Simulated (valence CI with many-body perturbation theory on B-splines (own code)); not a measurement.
**Sensitivity of CI+MBPT for In43+**

Calculated by configuration interaction combined with many-body perturbation theory (CI+MBPT): four valence electrons over a frozen Dirac-Fock core [He], a basis of 6 s, 6 p, 5 d, 3 f, 1 g functions for each j, with the one-electron correlation potential Σ1 (screened to all orders), the two-electron term Σ2, the three-electron term Σ3, Breit, model QED; selected single and double excitations, second order for the rest (own B-spline code, finite nucleus).

The last digits are not significant, and no measured levels were compared; by estimate large intervals hold to a few tenths of a per cent, small ones and those within an open d or f shell to about a per cent.

The reference run has the lowest level (2s^2 2p1/2^2) J=0 and an ionisation energy of 7208.49 eV. Its largest variational space holds 9999 state functions.

Levels are named by their leading jj configuration (3d3/2^4 stands for four electrons in 3d with j = 3/2), which in mixed levels can hold well under half, so a name can repeat and another be missing. Letters in brackets count levels of one name in rising energy.

Reference levels: (2s^2 2p1/2 2p3/2) J=1 1715750, (2s^2 2p1/2 2p3/2) J=2 1832330, (2s 2p1/2^2 2p3/2) J=2 3011690, (2s 2p1/2^2 2p3/2) J=1 3457040, (2s^2 2p3/2^2) J=2 3634690, (2s^2 2p3/2^2) J=0 3921500, (2s 2p1/2 2p3/2^2) J=2 [a] 4637540, (2s 2p1/2 2p3/2^2) J=3 4888880, (2s 2p1/2 2p3/2^2) J=0 5148350, (2s 2p1/2 2p3/2^2) J=1 [a] 5249920, (2s 2p1/2 2p3/2^2) J=2 [b] 5331530, (2s 2p1/2 2p3/2^2) J=1 [b] 5365130 cm⁻¹.

Task: Rank these changes by the mean size of the shift of these levels, smallest first.
A. logarithmic knot step 0.27 → 0.4
B. hole-hole ladder in Σ2 on → off; Breit term on → off; QED terms on → off
C. size limit of the variational space 10000 → 100; second order for the rest on → off
D. hole-hole ladder in Σ2 on → off

Result: A (14 cm⁻¹), D (110 cm⁻¹), C (5500 cm⁻¹), B (58000 cm⁻¹).
